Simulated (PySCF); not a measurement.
A structure optimised at PBE-D3(BJ)/def2-SVP, used in a PySCF frequency run:

```xyz
12

C      2.2898    -0.5778     0.4991
C      1.0488    -0.2274     0.1281
O      0.1923    -0.9201    -0.6989
C     -0.9023     0.0176    -0.6856
C     -2.1840    -0.5890    -0.1753
S     -0.0057     1.1764     0.4717
H      2.8715     0.0669     1.1687
H      2.7234    -1.5171     0.1296
H     -1.0213     0.4807    -1.6896
H     -2.0395    -1.0130     0.8368
H     -2.5108    -1.3964    -0.8634
H     -2.9846     0.1765    -0.1359
```
Charge 0, spin multiplicity 1.

### Question
Write its SMILES and formula.

### Answer
C=C1O[C@@H](C)S1, C4H6OS

### Question
What are its rotational constants (standard atomic weights)?

### Answer
5.2775, 2.5375, 1.8750 GHz
